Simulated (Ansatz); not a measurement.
Reactions of `FC=NB[SiH3]`.

Computed with Ansatz on PBE0-D4/def2-TZVP structures; ΔE is electronic, products minus reactants. CBS: MP2 limit from def2 TZ/QZ plus the TZ coupled-cluster correction, frozen cores. This one scheme is used for every species. Double bonds are as drawn, so ΔE can hold a change between cis and trans. def2 core potentials past Kr. For I, In outer-core shells are correlated without core-valence functions, which leaves a few kJ/mol of doubt a bond. Each species was taken in one conformer, which may not be the lowest.

Task: Order these by ΔE at CCSD(T)/CBS, lowest first. (An estimate is asked.)
A. `F/C=N\B[SiH3]` + HI → `[SiH3]I` + `BN=CF`
B. `F/C=N\B[SiH3]` + H₂ → `C=NB[SiH3]` + H–F
C. `F/C=N\B[SiH3]` + `C=[CH][AlH2]` → `[AlH2]/[CH]=C/B[SiH3]` + `N=CF`
D. `F/C=N\B[SiH3]` → `BN=CF` + `[SiH2]`
E. `F/C=N\B[SiH3]` + `[OH][In]([SH])[O][SiH3]` → `[SiH3][O][In]([SH])[O][SiH3]` + `BN=CF`

Result: E (-1.17 eV), A (-1.00 eV), B (-0.72 eV), C (+1.01 eV), D (+2.33 eV).

Largest T1 diagnostic: 0.017, for `C=NB[SiH3]`.
